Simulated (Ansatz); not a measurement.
Ag₃⁻. The state is a singlet with charge -1. Geometry PBE-D4/def2-TZVPD, that of the charge -1 singlet.

```xyz
3

Ag   -1.2462   -1.7204    1.5925
Ag    1.2508    1.7141   -1.5950
Ag   -0.0046    0.0063    0.0025
```

In the def2 sets Ag takes a core potential; there is no spin–orbit coupling. The structure comes from a short search, and lower isomers may exist.

Question: Estimate the orbital energies around the gap (eV) in Ansatz with PBE-D4/def2-TZVPD, r2SCAN-D4/def2-TZVPD, PBE0-D4/def2-TZVPD.

Answer: 
```tsv
orbital	PBE-D4/def2-TZVPD	r2SCAN-D4/def2-TZVPD	PBE0-D4/def2-TZVPD
HOMO−5	-2.38	-2.61	-4.17
HOMO−4	-2.04	-2.27	-3.78
HOMO−3	-2.04	-2.27	-3.78
HOMO−2	-1.90	-2.12	-3.56
HOMO−1	-1.15	-1.24	-1.79
HOMO	-0.27	-0.34	-0.68
LUMO	1.46	1.59	2.06
LUMO+1	2.53	2.72	3.04
LUMO+2	2.53	2.72	3.04
LUMO+3	3.10	3.41	3.65
LUMO+4	3.34	3.63	3.85
LUMO+5	3.34	3.63	3.85
β HOMO	-0.27	-0.34	-0.68
β LUMO	1.46	1.59	2.06
```
